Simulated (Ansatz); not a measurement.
Two isomers of C2H6AlN: A = `[CH3][AlH][CH]=N`, B = `C=[CH][AlH][NH2]`.

Gas-phase electronic energies from Ansatz, PBE0-D4/def2-TZVP geometries. CBS: MP2 limit from def2 TZ/QZ plus the TZ coupled-cluster correction, frozen cores. DFT in def2-TZVPP. Each species was taken in one conformer, which may not be the lowest.

Which is lower in electronic energy at CCSD(T)/CBS, and by how much? (An estimate is asked.)

Computed: B, by 127.8 kJ/mol.

Give E(B) − E(A) in kJ/mol with r2SCAN-D4, PBE0-D4, MP2/def2-TZVPP, CCSD(T)/def2-SVP, B2PLYP, HF/def2-TZVPP, PBE-D4. (Best estimate.)

Ansatz gave: r2SCAN-D4 -125.3, PBE0-D4 -119.7, MP2/def2-TZVPP -130.0, CCSD(T)/def2-SVP -111.0, B2PLYP -125.4, HF/def2-TZVPP -129.2, PBE-D4 -114.6. None reverses the order clearly.

Does the order hold for the free energy at 298.15 K (harmonic terms from PBE0-D4)? (Best estimate.)

Computed: Yes: G(B) − G(A) = -120.9 kJ/mol, for one conformer each. Modes under 60 cm⁻¹, often nearly free rotors, make the harmonic entropy too high.

Largest T1 diagnostic: 0.012.

At CCSD(T), def2-SVP lies +16.7 kJ/mol from the extrapolated value and def2-TZVPP +4.2 kJ/mol. From PBE to PBE0 (25 % exact exchange), in def2-TZVPP and without D4, E(B) − E(A) moves by −5.3 kJ/mol.
